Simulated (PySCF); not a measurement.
# Basis and Hamiltonian dependence of the electron affinity of Ir

Ir⁻ [Xe] 4f14 5d8 6s2 (3F) → Ir [Xe] 4f14 5d7 6s2 (4F). Calculated with PySCF 2.14 from differences of total energies of unrestricted determinants, without spin-orbit coupling. Values in eV.

```csv
basis,Hamiltonian,functions,UHF,PBE,PBE0,MP2 (valence),CCSD(T) (valence),CCSD(T) (valence and next inner shell)
aug-cc-pVDZ-PP with ECP60MDF,ECP,54,0.012,2.001,1.707,1.405,1.466,n/a
def2-TZVPPD with the def2 core potential (60 electrons),ECP,59,-0.224,1.796,1.546,1.471,1.389,1.343
aug-cc-pwCVDZ-PP with ECP60MDF,ECP,70,0.012,1.987,1.697,1.463,1.492,1.409
ANO-RCC-VTZP,spin-free X2C,84,-0.067,1.893,1.629,1.541,1.503,1.492
aug-cc-pVTZ-PP with ECP60MDF,ECP,88,-0.007,1.972,1.681,1.565,1.625,n/a
def2-QZVPPD with the def2 core potential (60 electrons),ECP,88,-0.073,1.858,1.610,1.626,1.587,n/a
"x2c-TZVPPall with one added diffuse shell each of s, p, d, f type",spin-free X2C,113,0.039,2.005,1.709,1.563,1.632,n/a
"aug-cc-pVTZ-PP with one added diffuse shell each of s, p, d, f, g type with ECP60MDF",ECP,113,-0.003,1.974,1.681,1.554,n/a,n/a
aug-cc-pwCVTZ-PP with ECP60MDF,ECP,122,-0.004,1.976,1.685,1.600,1.644,n/a
```

Frozen in the all-electron rows: valence and next inner shell: [Kr] 4d10 4f14; valence: [Xe] 4f14; with a core potential, the same shells as far as they lie outside it.

In most of these bases the highest occupied level of the anion is positive at PBE, PBE0, so the basis helps to hold the electron.

Between the lowest levels the reference is 1.564 eV (measured; photodetachment measurements, as compiled on the Wikipedia data page of electron affinities); it includes spin-orbit coupling, which these numbers lack.
